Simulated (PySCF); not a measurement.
Work out the structure from these simulated measurements.

Formula: C12H16.

- 1H NMR: chemical shifts (computed TMS as zero) by class: 7.36 (2 H), 7.26 (1 H), 7.25 (2 H), 1.95 (1 H), 1.69 (2 H), 1.60 (2 H), 1.59 (1 H), 1.27 (2 H), 1.26 (2 H), 1.20 (1 H) ppm [GIAO CAM-B3LYP/pcSseg-1]
- UV, strongest line: among the 10 lowest singlet transitions: S4 at 6.97 eV (178 nm, f = 0.711) [TDDFT CAM-B3LYP/def2-SVPD]
- Rotational structure: rotational constants A, B, C: 2.454, 0.484, 0.482 GHz [PBE0-D3(BJ)/def2-SVP]
- Triplet: lowest triplet excitation (Tamm–Dancoff): 4.07 eV [TDA CAM-B3LYP/def2-SVPD]
- Dipole: 0.52 D [CAM-B3LYP/def2-SVPD]
- 13C NMR: chemical shifts (computed TMS as zero) by class: 158.7 (1 C), 137.6 (2 C), 136.3 (2 C), 135.2 (1 C), 48.2 (1 C), 37.8 (2 C), 29.2 (2 C), 28.5 (1 C) ppm [GIAO CAM-B3LYP/pcSseg-1]

The electronic properties come from PySCF, for the isolated species, density fitting. Levels stand in brackets. Isolated species at its PBE0-D3(BJ)/def2-SVP geometry (one conformer only). NMR values are class means; diastereotopic atoms form classes of their own.

Question: Give a SMILES that accounts for the data.

Answer: Numbering: `[cH:1]1[cH:2][cH:3][c:4]([CH:5]2[CH2:6][CH2:7][CH2:8][CH2:9][CH2:10]2)[cH:11][cH:12]1`. Its formula, C12H16, gives 5 degrees of unsaturation: 2 rings and 3 π bonds in the structure found (Kekulé form). 12 carbons fall into 8 classes; from least to most shielded: substituted aromatic carbon [C4] (158.7 ppm), aromatic CH carbon [C2/C12] (137.6 ppm, 2 C), aromatic CH carbon [C3/C11] (136.3 ppm, 2 C, up to 2.3 ppm apart in this geometry), aromatic CH carbon [C1] (135.2 ppm), benzylic-type carbon [C5] (48.2 ppm), ring CH2 carbon [C6/C10] (37.8 ppm, 2 C), ring CH2 carbon [C7/C9] (29.2 ppm, 2 C), ring CH2 carbon [C8] (28.5 ppm). Hydrogen classes from least to most shielded: 2 H on the meta carbons, C2/C12 (7.36 ppm), 1 H on the para carbon, C1 (7.26 ppm), 2 H on the ortho carbons, C3/C11 (7.25 ppm), 1 H on a benzylic-type carbon, C5 (1.95 ppm), 2 H on 2 ring CH2 carbons, C7/C9 (1.69 ppm), 2 H on 2 ring CH2 carbons, C6/C10 (1.60 ppm), 1 H on a ring CH2 carbon, C8 (1.59 ppm), 2 H on 2 ring CH2 carbons, C7/C9 (1.27 ppm), 2 H on 2 ring CH2 carbons, C6/C10 (1.26 ppm), 1 H on a ring CH2 carbon, C8 (1.20 ppm). By its constants the optimised geometry is a nearly prolate symmetric top. Structure: `c1ccc(C2CCCCC2)cc1`. The assignments are read from this structure; whether some other isomer fits the data as well wasn't checked.
